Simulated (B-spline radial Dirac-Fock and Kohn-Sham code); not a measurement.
## Relativistic shifts of the levels of W¹³⁺

System: tungsten as W¹³⁺, configuration [Kr] 4d10 4f13 5s2.

Both columns are ΔSCF binding energies of the configuration average from a radial B-spline solver: non-relativistic Hartree-Fock with a point nucleus, and Dirac-Fock with a finite nucleus and the Coulomb interaction alone, averaged over the two j levels with weights 2j+1.

```tsv
shell	Hartree-Fock (eV)	Dirac-Fock (eV)	shift (eV)	shift (%)
1s	64480.7	70146.9	+5666.13	+8.79
2s	10918.5	12423.0	+1504.46	+13.78
2p	10455.5	10957.2	+501.74	+4.80
3s	2730.9	3103.7	+372.78	+13.65
3p	2516.0	2656.8	+140.80	+5.60
3d	2120.5	2105.7	-14.72	-0.69
4s	772.8	866.5	+93.77	+12.13
4p	681.1	715.6	+34.58	+5.08
4d	515.9	513.7	-2.21	-0.43
4f	298.6	290.6	-7.97	-2.67
5s	284.0	305.5	+21.53	+7.58
```

Relativity binds 1s, 2s, 2p, 3s, 3p, 4s, 4p, 5s more strongly, among those listed most of all 2s in relative terms, and 3d, 4d, 4f more weakly, because the contracted s and p shells screen the nucleus better.

Values without a named source are computed, but for edge energies of neutral atoms, which are taken from tables.
